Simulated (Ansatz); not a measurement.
Basis-set series for CH$_{3}$NO$_{2}$Si, SMILES `O=C=N[SiH2]O`. The species carries charge 0 and has multiplicity 1. Geometry: relaxed with PBE0-D4/def2-TZVP. It is one conformer, not always the lowest.

| functional | basis | functions | energy (Eh) | HOMO (eV) | LUMO (eV) |
| --- | --- | --- | --- | --- | --- |
| PBE0-D4 | def2-TZVPP | 208 | -534.42447 | -8.68 | -0.13 |
| PBE0-D4 | def2-QZVPP | 388 | -534.44806 | -8.71 | -0.31 |
| ωB97M-V | def2-TZVPP | 208 | -534.72200 | -10.90 | 1.58 |
| ωB97M-V | def2-QZVPP | 388 | -534.74379 | -10.94 | 1.16 |

(1) Give the rows for def2-SVP. (Estimate.)

Results:

(1) Computed: 
```
functional     basis  functions  energy (Eh)  HOMO (eV)  LUMO (eV)
   PBE0-D4  def2-SVP         89   -534.02333      -8.54       0.33
   ωB97M-V  def2-SVP         89   -534.31292     -10.71       2.32
```

Positive LUMOs are unbound and depend on the basis.
